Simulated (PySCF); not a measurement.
PySCF job for C3H8OSi2, SMILES [SiH3][C@H]1OC=C[SiH2]1, SMD-ωB97X/def2-SVP. Coordinates come from a B3LYP-D3(BJ)/def2-SVP optimisation. The structure was generated by enumeration; whether it is a known compound was not checked. One conformer was computed; it need not be the lowest.

```python
import numpy as np
from pyscf import gto, scf, dft
from pyscf.solvent import smd

mol = gto.M(
    atom='''
    Si    2.06917776    0.29753158   -0.28054836
    C     0.34709331   -0.45301487   -0.55247727
    O     0.05089144   -1.27992696    0.61834475
    C    -1.06548521   -0.90637287    1.27724823
    C    -1.84806030    0.11116521    0.86107709
    Si   -1.09931500    0.81450478   -0.67922415
    H     2.42805174    1.11080263   -1.48023850
    H     2.02705222    1.17793215    0.92041244
    H     3.09124995   -0.76843291   -0.08008503
    H     0.36909861   -1.12633388   -1.42549807
    H    -1.23301309   -1.52851706    2.16288662
    H    -2.74695774    0.37952351    1.41602329
    H    -0.62830415    2.23045102   -0.60086673
    H    -1.89367427    0.68481647   -1.93766538
    ''',
    basis='def2-SVP',
    charge=0,
    spin=0,
    max_memory=1600,
    verbose=3,
)
mf = dft.RKS(mol, xc='wb97x').density_fit(auxbasis='def2-universal-jkfit')
mf.grids.level = 3
mf.conv_tol = 1e-9
mf.max_cycle = 100
mf.kernel()
res = {}
for name in ['water', 'chloroform', 'dimethylsulfoxide']:
    s = mf.SMD()
    s.with_solvent.solvent, s.with_solvent.sasa_ng = name, 194
    s.kernel(mf.make_rdm1())
    res[name] = (s.e_tot, s.with_solvent.get_cds(), s.dip_moment(), s.mo_energy, s.converged)
    print(f'SMD {name}: dG(solv) = {(s.e_tot - mf.e_tot) * 627.509474:.3f} kcal/mol, of which CDS {res[name][1] * 627.509474:.3f}')
```

It prints:

```
converged SCF energy = -772.916384580477
converged SCF energy = -772.913782625189
Dipole moment(X, Y, Z, Debye): -0.57226, -0.02488, -0.34751
SMD water: dG(solv) = 1.633 kcal/mol, of which CDS 5.114
converged SCF energy = -772.91988663115
Dipole moment(X, Y, Z, Debye): -0.49067, -0.09108, -0.24056
SMD chloroform: dG(solv) = -2.198 kcal/mol, of which CDS -0.248
converged SCF energy = -772.917968857935
Dipole moment(X, Y, Z, Debye): -0.49396, -0.15013, -0.29590
SMD dimethylsulfoxide: dG(solv) = -0.994 kcal/mol, of which CDS 1.542
```

The run converged.
